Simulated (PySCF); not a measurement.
C2H6Si, SMILES C1C[SiH2]1. Coordinates come from a B3LYP-D3(BJ)/def2-TZVP optimisation.

Calculation: B3LYP-D3(BJ)/def2-TZVP (PySCF).

Harmonic wavenumbers (cm⁻¹): 410, 502, 633, 639, 688, 747, 790, 908, 912, 976, 1007, 1020, 1200, 1432, 1444, 2259, 2280, 3115, 3117, 3181, 3197. Rotational constants (GHz): 18.59, 9.292, 7.342; symmetry number 2.

Task: Work out the zero-point energy and the ideal-gas rigid-rotor harmonic-oscillator thermochemistry at 298.15 K and 1 atm.

Result: ZPE = ½ Σ hcν = ½ × 30455 cm⁻¹ = 43.54 kcal/mol. H − E(el) = 46.75 kcal/mol. Entropy in cal/(mol K): translation 38.10, rotation 21.68, vibration 3.78, total 63.55. G − E(el) = 27.80 kcal/mol. Cp = 17.32 cal/(mol K).
